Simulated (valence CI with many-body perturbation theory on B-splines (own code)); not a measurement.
**Bi XLIII: E2, M1 decay**

Method: configuration interaction combined with many-body perturbation theory (CI+MBPT): five valence electrons over a frozen Dirac-Fock core [Kr], radial functions for each j: 7 s, 7 p, 8 d, 6 f, 4 g, 1 h, with the one-electron correlation potential Σ1 (screened to all orders), the two-electron term Σ2, the three-electron term Σ3, Breit, model QED; selected single and double excitations, second order for the rest, scaled by the run's own slope (own B-spline code, finite nucleus).

No measured spectrum was set against this ion. As an estimate, large intervals hold to a few tenths of a per cent, small ones and those within an open d or f shell to about a per cent. The list stops below the first excitations out of the core.

Lines 51 to 100 of 120 in falling wavelength, among levels below 1241900 cm⁻¹, chosen from the decays that carry over 1 % of a level's rate. Wavelengths and rates use the calculated energies. Electric multipoles are in the length gauge, E1 and E2 with the static RPA response of the core. S is in atomic units (e²a₀⁴ for E2 and M2, e²a₀⁶ for E3), for M1 in squared Bohr magnetons. Weak lines are less certain than strong ones. Lines between different terms over intervals too small for the method are left out, as are lines whose strength nearly cancels. The highest levels of a list are the least certain.

Levels are named by their leading jj configuration (3d3/2^4 stands for four electrons in 3d with j = 3/2), which in mixed levels can hold well under half, so a name can repeat and another be missing. Letters in brackets count levels of one name in rising energy.

```tsv
λ vac (nm)	Upper	Lower	Type	A (s⁻¹)	S (a.u.)
38.12	(4d3/2^2 4d5/2^3) J=5/2 [c]	(4d3/2^3 4d5/2^2) J=7/2 [b]	M1	1.43e+05	1.76e+00
37.91	(4d3/2 4d5/2^4) J=5/2 [a]	(4d3/2^2 4d5/2^3) J=7/2 [a]	M1	1.77e+05	2.14e+00
37.84	(4d3/2 4d5/2^4) J=9/2	(4d3/2^2 4d5/2^3) J=7/2 [b]	M1	7.37e+04	1.48e+00
37.81	(4d3/2^2 4d5/2^3) J=1/2 [a]	(4d3/2^3 4d5/2^2) J=3/2 [a]	M1	3.32e+05	1.33e+00
37.78	(4d3/2^2 4d5/2^3) J=13/2	(4d3/2^3 4d5/2^2) J=11/2	M1	5.48e+04	1.53e+00
37.52	(4d3/2^3 4d5/2^2) J=3/2 [a]	(4d3/2^4 4d5/2) J=5/2	M1	3.70e+05	2.90e+00
37.30	(4d3/2^2 4d5/2^3) J=3/2 [b]	(4d3/2^3 4d5/2^2) J=1/2	M1	2.85e+04	2.19e-01
36.85	(4d3/2 4d5/2^4) J=9/2	(4d3/2^2 4d5/2^3) J=9/2 [b]	M1	2.21e+05	4.10e+00
36.82	(4d3/2 4d5/2^4) J=3/2 [a]	(4d3/2^2 4d5/2^3) J=5/2 [b]	M1	1.11e+05	8.23e-01
36.69	(4d3/2^2 4d5/2^3) J=3/2 [a]	(4d3/2^3 4d5/2^2) J=3/2 [a]	M1	3.34e+05	2.45e+00
36.63	(4d3/2 4d5/2^4) J=5/2 [b]	(4d3/2^2 4d5/2^3) J=3/2 [b]	M1	1.34e+05	1.47e+00
36.61	(4d3/2^2 4d5/2^3) J=7/2 [b]	(4d3/2^3 4d5/2^2) J=5/2 [b]	M1	7.49e+03	1.09e-01
36.38	(4d3/2 4d5/2^4) J=3/2 [a]	(4d3/2^2 4d5/2^3) J=3/2 [a]	M1	3.85e+05	2.75e+00
36.38	(4d3/2 4d5/2^4) J=5/2 [b]	(4d3/2^2 4d5/2^3) J=5/2 [c]	M1	2.87e+04	3.07e-01
36.26	(4d3/2^2 4d5/2^3) J=5/2 [b]	(4d3/2^3 4d5/2^2) J=3/2 [a]	M1	5.57e+04	5.90e-01
35.95	(4d3/2^2 4d5/2^3) J=5/2 [c]	(4d3/2^3 4d5/2^2) J=5/2 [b]	M1	1.19e+04	1.23e-01
35.93	(4d3/2^2 4d5/2^3) J=9/2 [b]	(4d3/2^3 4d5/2^2) J=9/2	M1	2.63e+05	4.53e+00
35.80	(4d3/2 4d5/2^4) J=11/2	(4d3/2^2 4d5/2^3) J=13/2	M1	8.46e+04	1.73e+00
35.73	(4d3/2 4d5/2^4) J=5/2 [b]	(4d3/2^2 4d5/2^3) J=7/2 [b]	M1	9.09e+03	9.22e-02
35.71	(4d3/2^2 4d5/2^3) J=3/2 [b]	(4d3/2^3 4d5/2^2) J=5/2 [b]	M1	9.46e+04	6.39e-01
35.54	(4d3/2^2 4d5/2^3) J=5/2 [b]	(4d3/2^3 4d5/2^2) J=7/2 [a]	M1	1.29e+05	1.28e+00
35.35	(4d3/2 4d5/2^4) J=3/2 [a]	(4d3/2^2 4d5/2^3) J=1/2 [a]	M1	2.82e+05	1.85e+00
35.05	(4d3/2^2 4d5/2^3) J=7/2 [b]	(4d3/2^3 4d5/2^2) J=9/2	M1	7.66e+04	9.78e-01
34.97	(4d3/2 4d5/2^4) J=7/2 [a]	(4d3/2^2 4d5/2^3) J=9/2 [a]	M1	2.56e+05	3.25e+00
34.88	(4d3/2^3 4d5/2^2) J=9/2	(4d3/2^4 4d5/2) J=5/2	E2	9.61e+01	4.43e-03
34.63	(4d3/2^2 4d5/2^3) J=7/2 [c]	(4d3/2^3 4d5/2^2) J=7/2 [b]	M1	1.00e+05	1.23e+00
34.56	(4d3/2^2 4d5/2^3) J=1/2 [b]	(4d3/2^3 4d5/2^2) J=1/2	M1	1.61e+05	4.91e-01
34.55	(4d3/2^2 4d5/2^3) J=7/2 [a]	(4d3/2^3 4d5/2^2) J=5/2 [a]	M1	9.92e+04	1.21e+00
33.92	(4d3/2^2 4d5/2^3) J=9/2 [b]	(4d3/2^3 4d5/2^2) J=11/2	M1	8.73e+04	1.26e+00
33.82	(4d3/2 4d5/2^4) J=5/2 [a]	(4d3/2^2 4d5/2^3) J=5/2 [a]	M1	8.52e+05	7.33e+00
33.79	(4d3/2 4d5/2^4) J=11/2	(4d3/2^2 4d5/2^3) J=9/2 [a]	M1	1.09e+05	1.88e+00
33.65	(4d3/2 4d5/2^4) J=7/2 [a]	(4d3/2^2 4d5/2^3) J=7/2 [a]	M1	2.20e+05	2.48e+00
33.45	(4d3/2^3 4d5/2^2) J=5/2 [b]	(4d3/2^4 4d5/2) J=5/2	M1	4.99e+03	4.16e-02
33.45	(4d3/2^3 4d5/2^2) J=5/2 [b]	(4d3/2^4 4d5/2) J=5/2	E2	4.94e+02	1.11e-02
33.19	(4d3/2 4d5/2^4) J=11/2	(4d3/2^2 4d5/2^3) J=11/2	M1	3.54e+05	5.76e+00
32.89	(4d3/2^2 4d5/2^3) J=9/2 [b]	(4d3/2^3 4d5/2^2) J=7/2 [a]	M1	7.27e+04	9.60e-01
32.84	(4d3/2^2 4d5/2^3) J=7/2 [c]	(4d3/2^3 4d5/2^2) J=5/2 [b]	M1	4.69e+04	4.92e-01
32.51	(4d3/2^2 4d5/2^3) J=3/2 [c]	(4d3/2^3 4d5/2^2) J=3/2 [b]	M1	6.38e+04	3.25e-01
32.30	(4d3/2 4d5/2^4) J=5/2 [b]	(4d3/2^2 4d5/2^3) J=5/2 [b]	M1	1.76e+05	1.32e+00
32.21	(4d3/2^2 4d5/2^3) J=5/2 [c]	(4d3/2^3 4d5/2^2) J=3/2 [a]	M1	7.55e+04	5.61e-01
32.17	(4d3/2^3 4d5/2^2) J=1/2	(4d3/2^4 4d5/2) J=5/2	E2	3.18e+02	1.95e-03
32.15	(4d3/2^2 4d5/2^3) J=7/2 [b]	(4d3/2^3 4d5/2^2) J=7/2 [a]	M1	5.51e+03	5.43e-02
32.01	(4d3/2^2 4d5/2^3) J=3/2 [b]	(4d3/2^3 4d5/2^2) J=3/2 [a]	M1	5.49e+04	2.67e-01
31.96	(4d3/2 4d5/2^4) J=5/2 [b]	(4d3/2^2 4d5/2^3) J=3/2 [a]	M1	5.22e+04	3.79e-01
31.77	(4d3/2^3 4d5/2^2) J=7/2 [b]	(4d3/2^4 4d5/2) J=5/2	M1	8.40e+03	7.99e-02
31.64	(4d3/2^2 4d5/2^3) J=5/2 [c]	(4d3/2^3 4d5/2^2) J=7/2 [a]	M1	1.65e+05	1.16e+00
31.57	(4d3/2^2 4d5/2^3) J=7/2 [c]	(4d3/2^3 4d5/2^2) J=9/2	M1	1.01e+05	9.43e-01
31.44	(4d3/2 4d5/2^4) J=9/2	(4d3/2^2 4d5/2^3) J=9/2 [a]	M1	8.20e+03	9.45e-02
31.35	(4d3/2^2 4d5/2^3) J=9/2 [c]	(4d3/2^3 4d5/2^2) J=7/2 [b]	M1	1.06e+05	1.21e+00
31.12	(4d3/2^2 4d5/2^3) J=3/2 [a]	(4d3/2^3 4d5/2^2) J=5/2 [a]	M1	2.04e+05	9.11e-01
```
